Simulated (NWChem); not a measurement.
System: BH₂SOF; SMILES OB(F)S

NWChem printed, in part:

```
             Northwest Computational Chemistry Package (NWChem) 7.3.0
             --------------------------------------------------------

                             Geometry "geometry" -> ""
                             -------------------------

 Output coordinates in angstroms (scale by  1.889725989 to convert to a.u.)

  No.       Tag          Charge          X              Y              Z
 ---- ---------------- ---------- -------------- -------------- --------------
    1 B                    5.0000     0.01375800    -0.45758900     0.00000000
    2 F                    9.0000    -1.11884500    -1.16906900     0.00000000
    3 O                    8.0000     1.22266900    -1.07219500     0.00000000
    4 H                    1.0000     1.13247800    -2.03848100     0.00000000
    5 S                   16.0000    -0.12172200     1.36117800     0.00000000
    6 H                    1.0000     1.20672100     1.59455400     0.00000000

 Effective nuclear repulsion energy (a.u.)     145.7471787605

  pbe96 is a nonlocal functional; adding pw91lda local functional.

                                 NWChem DFT Module
                                 -----------------

 Summary of "ao basis" -> "ao basis" (spherical)
 ------------------------------------------------------------------------------
       Tag                 Description            Shells   Functions and Types
 ---------------- ------------------------------  ------  ---------------------
 B                          6-311g**                 8       18   4s3p1d
 F                          6-311g**                 8       18   4s3p1d
 O                          6-311g**                 8       18   4s3p1d
 H                          6-311g**                 4        6   3s1p
 S                          6-311g**                12       26   6s5p1d

            General Information
            -------------------
          SCF calculation type: DFT
          Wavefunction type:  closed shell.
          No. of atoms     :     6
          No. of electrons :    40
           Alpha electrons :    20
            Beta electrons :    20
          Charge           :     0
          Spin multiplicity:     1
          Use of symmetry is: off; symmetry adaption is: off
          Maximum number of iterations: 150
          AO basis - number of functions:    92
                     number of shells:    44
          Convergence on energy requested:  1.00D-06
          Convergence on density requested:  1.00D-05
          Convergence on gradient requested:  5.00D-04

              XC Information
              --------------
          PerdewBurkeErnzerhof Exchange Functional  1.000
            Perdew 1991 LDA Correlation Functional  1.000 local
           PerdewBurkeErnz. Correlation Functional  1.000 non-local

             Grid Information
             ----------------
          Grid used for XC integration:  medium
          Radial quadrature: Mura-Knowles
          Angular quadrature: Lebedev.
          Tag              B.-S. Rad. Rad. Pts. Rad. Cut. Ang. Pts.
          ---              ---------- --------- --------- ---------
          B                   0.85       49           8.0       434
          F                   0.50       49          10.0       434
          O                   0.60       49           9.0       434
          H                   0.35       45          11.0       434
          S                   1.00       88          11.0       590
          Grid pruning is: on
          Number of quadrature shells:   325
          Spatial weights used:  Erf1

      Superposition of Atomic Density Guess
      -------------------------------------

 Sum of atomic energies:        -597.19312014

      Non-variational initial energy
      ------------------------------

 Total energy =    -598.405757
 1-e energy   =   -1114.628105
 2-e energy   =     370.475169
 HOMO         =      -0.340761
 LUMO         =       0.070989

   convergence    iter        energy       DeltaE   RMS-Dens  Diis-err
 ---------------- ----- ----------------- --------- --------- ---------
 d= 0,ls=0.0,diis     1   -599.0192327814 -7.45D+02  1.19D-02  1.70D+00
 d= 0,ls=0.0,diis     2   -598.9107280365  1.09D-01  8.00D-03  2.51D+00
 d= 0,ls=0.0,diis     3   -599.1131413254 -2.02D-01  2.09D-03  2.73D-01
 d= 0,ls=0.0,diis     4   -599.1326115163 -1.95D-02  1.05D-03  1.26D-02
 d= 0,ls=0.0,diis     5   -599.1339102769 -1.30D-03  3.34D-04  3.12D-03
  Resetting Diis
 d= 0,ls=0.0,diis     6   -599.1342452963 -3.35D-04  8.61D-05  2.08D-04
 d= 0,ls=0.0,diis     7   -599.1342618886 -1.66D-05  6.84D-05  2.32D-05
 d= 0,ls=0.0,diis     8   -599.1342562417  5.65D-06  4.32D-05  8.73D-05
 d= 0,ls=0.0,diis     9   -599.1342640297 -7.79D-06  6.88D-06  1.00D-06
 d= 0,ls=0.0,diis    10   -599.1342641138 -8.42D-08  2.03D-06  8.63D-08

         Total DFT energy =     -599.134264113846
      One electron energy =    -1117.528052223859
           Coulomb energy =      421.898422682759
    Exchange-Corr. energy =      -49.251813333271
 Nuclear repulsion energy =      145.747178760526

 Numeric. integr. density =       39.999992522651

                       DFT Final Molecular Orbital Analysis
                       ------------------------------------

 Vector   18  Occ=2.000000D+00  E=-3.241327D-01
              MO Center=  6.9D-01, -1.0D+00,  1.4D-09, r^2= 1.6D+00
   Bfn.  Coefficient  Atom+Function         Bfn.  Coefficient  Atom+Function
  ----- ------------  ---------------      ----- ------------  ---------------
    45      0.368493  3 O  pz                49      0.360718  3 O  pz
    41      0.256776  3 O  pz                27     -0.205785  2 F  pz
    31     -0.206109  2 F  pz                23     -0.147357  2 F  pz
     9      0.092729  1 B  pz                78      0.079136  5 S  pz
     5      0.065040  1 B  pz                13      0.062695  1 B  pz

 Vector   19  Occ=2.000000D+00  E=-3.073032D-01
              MO Center= -1.6D-01,  1.1D+00, -1.6D-08, r^2= 2.3D+00
   Bfn.  Coefficient  Atom+Function         Bfn.  Coefficient  Atom+Function
  ----- ------------  ---------------      ----- ------------  ---------------
    77      0.384383  5 S  py                76     -0.261289  5 S  px
    66      0.255027  5 S  s                 65      0.200459  5 S  s
    74      0.192683  5 S  py                 8     -0.158488  1 B  py
    71     -0.137247  5 S  py                 6     -0.135572  1 B  s
    46      0.135791  3 O  s                 73     -0.135298  5 S  px

 Vector   20  Occ=2.000000D+00  E=-2.407706D-01
              MO Center= -2.4D-02,  1.1D+00,  3.9D-08, r^2= 2.1D+00
   Bfn.  Coefficient  Atom+Function         Bfn.  Coefficient  Atom+Function
  ----- ------------  ---------------      ----- ------------  ---------------
    78      0.565578  5 S  pz                81      0.281178  5 S  pz
    75      0.258570  5 S  pz                72     -0.184064  5 S  pz
    49     -0.132934  3 O  pz                45     -0.122485  3 O  pz
    69     -0.098324  5 S  pz                41     -0.086280  3 O  pz
     9      0.081898  1 B  pz                31     -0.062492  2 F  pz

 Vector   21  Occ=0.000000D+00  E=-9.642117D-03
              MO Center=  3.6D-01,  1.3D+00, -4.2D-08, r^2= 3.8D+00
   Bfn.  Coefficient  Atom+Function         Bfn.  Coefficient  Atom+Function
  ----- ------------  ---------------      ----- ------------  ---------------
    89      1.501631  6 H  s                 79     -0.794483  5 S  px
    66     -0.738194  5 S  s                 76     -0.440978  5 S  px
    80     -0.368722  5 S  py                88      0.280290  6 H  s
    65     -0.181999  5 S  s                 77     -0.167647  5 S  py
    12     -0.157584  1 B  py                28     -0.145770  2 F  s

 Vector   22  Occ=0.000000D+00  E=-5.638447D-03
              MO Center=  3.9D-02, -2.7D-01,  4.4D-08, r^2= 2.4D+00
   Bfn.  Coefficient  Atom+Function         Bfn.  Coefficient  Atom+Function
  ----- ------------  ---------------      ----- ------------  ---------------
    13      0.613889  1 B  pz                 9      0.471865  1 B  pz
    81     -0.309966  5 S  pz                49     -0.300370  3 O  pz
     5      0.257587  1 B  pz                31     -0.230378  2 F  pz
    78     -0.219237  5 S  pz                45     -0.184701  3 O  pz
    27     -0.161284  2 F  pz                41     -0.136790  3 O  pz

 Vector   23  Occ=0.000000D+00  E= 1.236691D-03
              MO Center=  9.0D-01, -1.5D+00,  2.5D-09, r^2= 5.0D+00
   Bfn.  Coefficient  Atom+Function         Bfn.  Coefficient  Atom+Function
  ----- ------------  ---------------      ----- ------------  ---------------
    57      1.135650  4 H  s                 10      0.676923  1 B  s
    46     -0.622610  3 O  s                 80      0.469977  5 S  py
    66     -0.368637  5 S  s                 12      0.302028  1 B  py
    48      0.242250  3 O  py                77      0.240672  5 S  py
    42     -0.200579  3 O  s                 56      0.138341  4 H  s

     Multipole analysis of the density
     ---------------------------------

[...]

                                NWChem TDDFT Module
                                -------------------

            General Information
            -------------------
           No. of orbitals :     184
            Alpha orbitals :      92
             Beta orbitals :      92
        Alpha frozen cores :       0
         Beta frozen cores :       0
     Alpha frozen virtuals :       0
      Beta frozen virtuals :       0
         Spin multiplicity :       1
    Number of AO functions :      92
        Use of symmetry is : off
      Symmetry adaption is : off
         Schwarz screening :  0.10D-07

              XC Information
              --------------
   PerdewBurkeErnzerhof Exchange Functional   1.00
     Perdew 1991 LDA Correlation Functional   1.00 local
    PerdewBurkeErnz. Correlation Functional   1.00 non-local

             TDDFT Information
             -----------------
          Calculation type : Tamm-Dancoff TDDFT
         Wavefunction type : Restricted singlets
          No. of electrons :      40
           Alpha electrons :      20
            Beta electrons :      20
              No. of roots :       6
          Max subspacesize :    5200
            Max iterations :     100
               Target root :       1
           Target symmetry : none
             Energy Cutoff :-0.18D+02
      Symmetry restriction : off
                 Algorithm : Optimal
        Davidson threshold :  0.10D-03

    6 smallest eigenvalue differences (eV)
--------------------------------------------------------
  No. Spin  Occ  Vir  Irrep   E(Occ)    E(Vir)   E(Diff)
--------------------------------------------------------
    1    1    3   21 a       -18.778    -0.010   510.706
    2    1    3   22 a       -18.778    -0.006   510.815
    3    1    3   23 a       -18.778     0.001   511.002
    4    1    3   24 a       -18.778     0.051   512.370
    5    1    3   25 a       -18.778     0.113   514.043
    6    1    3   26 a       -18.778     0.141   514.817
--------------------------------------------------------

  Entering Davidson iterations
  Restricted singlet excited states

  Iter   NTrls   NConv    DeltaV     DeltaE      Time
  ----  ------  ------  ---------  ---------  ---------
    1      6       0     0.14E+00   0.10+100        7.0
    2     12       1     0.86E-03   0.18E-02        7.3
    3     17       6     0.15E-04   0.22E-07        7.2
  ----  ------  ------  ---------  ---------  ---------
  Convergence criterion met

  Ground state a        -599.134264113846 a.u.

  ----------------------------------------------------------------------------
  Root   1 singlet a             18.768265506 a.u.              510.7107 eV
  ----------------------------------------------------------------------------
     Transition Moments    X  0.00238   Y -0.00337   Z -0.00000
     Dipole Oscillator Strength                    0.0002123740
     Electric Quadrupole                           0.0000074740
     Magnetic Dipole                               0.0000002469
     Total Oscillator Strength                     0.0002200949

     Occ.    3  a   ---  Virt.   21  a        0.99803
     Occ.    3  a   ---  Virt.   23  a       -0.06196
  ----------------------------------------------------------------------------
  Root   2 singlet a             18.778644134 a.u.              510.9931 eV
  ----------------------------------------------------------------------------
     Transition Moments    X  0.00000   Y -0.00000   Z  0.03293
     Dipole Oscillator Strength                    0.0135770839
     Electric Quadrupole                           0.0003746188
     Magnetic Dipole                               0.0006137719
     Total Oscillator Strength                     0.0145654747

     Occ.    3  a   ---  Virt.   22  a        0.99979
  ----------------------------------------------------------------------------
  Root   3 singlet a             18.791909569 a.u.              511.3541 eV
  ----------------------------------------------------------------------------
     Transition Moments    X -0.00621   Y -0.02133   Z  0.00000
     Dipole Oscillator Strength                    0.0061831369
     Electric Quadrupole                           0.0001705640
     Magnetic Dipole                               0.0002359206
     Total Oscillator Strength                     0.0065896215

     Occ.    3  a   ---  Virt.   21  a        0.06059
     Occ.    3  a   ---  Virt.   23  a        0.99101
     Occ.    3  a   ---  Virt.   24  a        0.10718
  ----------------------------------------------------------------------------
  Root   4 singlet a             18.832633864 a.u.              512.4623 eV
  ----------------------------------------------------------------------------
     Transition Moments    X -0.00340   Y  0.02278   Z -0.00000
     Dipole Oscillator Strength                    0.0066607376
     Electric Quadrupole                           0.0002184187
     Magnetic Dipole                               0.0001240129
     Total Oscillator Strength                     0.0070031693

     Occ.    3  a   ---  Virt.   23  a       -0.10616
     Occ.    3  a   ---  Virt.   24  a        0.99369
  ----------------------------------------------------------------------------
  Root   5 singlet a             18.892627787 a.u.              514.0948 eV
  ----------------------------------------------------------------------------
     Transition Moments    X  0.01740   Y -0.00459   Z -0.00000
     Dipole Oscillator Strength                    0.0040782564
     Electric Quadrupole                           0.0001251461
     Magnetic Dipole                               0.0000348491
     Total Oscillator Strength                     0.0042382516

     Occ.    3  a   ---  Virt.   25  a       -0.99919
  ----------------------------------------------------------------------------
  Root   6 singlet a             18.920746487 a.u.              514.8599 eV
  ----------------------------------------------------------------------------
     Transition Moments    X -0.00467   Y  0.00618   Z  0.00000
     Dipole Oscillator Strength                    0.0007566903
     Electric Quadrupole                           0.0000396458
     Magnetic Dipole                               0.0000022271
     Total Oscillator Strength                     0.0007985632

     Occ.    3  a   ---  Virt.   26  a       -0.98719
     Occ.    3  a   ---  Virt.   27  a       -0.15600

              Target root =      1
          Target symmetry = none
      Ground state energy =   -599.134264113846
        Excitation energy =     18.768265505787
     Excited state energy =   -580.365998608059

  stored tddft:energy   -580.36599860805882
```

Level: PBE/6-311G** (spherical d), restricted-window TDA. Structure relaxed at the B3LYP/6-31G* (spherical d) level. The quadrupole and magnetic terms of the printed total strengths depend on the origin.

**Question.** Reconstruct the input file.

**Answer.** This is not unique; one that fits is the input that was run:
```
start job
memory heap 200 mb stack 900 mb global 1100 mb
geometry units angstroms noautosym nocenter noautoz
  B      0.013758    -0.457589     0.000000
  F     -1.118845    -1.169069     0.000000
  O      1.222669    -1.072195     0.000000
  H      1.132478    -2.038481     0.000000
  S     -0.121722     1.361178     0.000000
  H      1.206721     1.594554     0.000000
end
basis spherical
  B library 6-311g**
  F library 6-311g**
  O library 6-311g**
  H library 6-311g**
  S library 6-311g**
end
dft
  xc xpbe96 cpbe96
  iterations 150
end
tddft
  cis
  ecut -17.5
  nroots 6
  notriplet
end
task tddft energy
```
